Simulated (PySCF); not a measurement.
CH₈FNOSi₂, SMILES C[SiH2]O[Si@@H](N)F. Atoms are numbered in the order given.

```xyz
14

C     -2.1586     0.5498    -0.5121
Si    -1.4933    -0.9478     0.4043
O      0.1120    -0.6905     0.8841
Si     1.3390     0.1678     0.1767
N      1.3507    -0.1792    -1.5166
F      1.0676     1.7799     0.2680
H     -2.0494     1.4635     0.1060
H     -3.2299     0.4216    -0.7693
H     -1.5815     0.6983    -1.4469
H     -1.5441    -2.1729    -0.4717
H     -2.2742    -1.2224     1.6579
H      2.5683    -0.0969     0.9800
H      1.8530     0.4407    -2.1567
H      1.4106    -1.1513    -1.8294
```
Charge 0, spin multiplicity 1.

Coordinates come from a PBE-D3(BJ)/def2-SVP optimisation. The structure was generated by enumeration; whether it is a known compound was not checked. One conformer was computed; it need not be the lowest.

The numbers are results of PySCF with PBE/pcSseg-1, not measurements.

GIAO shieldings, no solvent; atoms listed in one row are averaged. δ = σ(ref) − σ: ¹³C against TMS (σ = 182.0 ppm); ²⁹Si against TMS (σ = 335.4 ppm); ¹⁷O against H2O (σ = 334.3 ppm); ¹⁵N against NH3 (σ = 267.0 ppm); ¹⁹F against CFCl3 (σ = 133.6 ppm); ¹H against TMS (σ = 31.49 ppm), references at their B3LYP-D3(BJ)/def2-TZVP geometries, non-relativistic.

Estimate the chemical shifts. (The exact figures need the calculation; the answer reports its results.)


| nucleus | atoms | count | δ (ppm) |
|---|---|---|---|
| ¹³C | C1 | 1 | 4.3 |
| ²⁹Si | Si2 | 1 | -6.9 |
| ²⁹Si | Si4 | 1 | -39.8 |
| ¹⁷O | O3 | 1 | 91.5 |
| ¹⁵N | N5 | 1 | 43.0 |
| ¹⁹F | F6 | 1 | -165.9 |
| ¹H | H10 | 1 | 5.77 |
| ¹H | H12 | 1 | 5.67 |
| ¹H | H11 | 1 | 5.65 |
| ¹H | H13 | 1 | 1.37 |
| ¹H | H14 | 1 | 1.27 |
| ¹H | H7, H8, H9 | 3 | 1.22 |
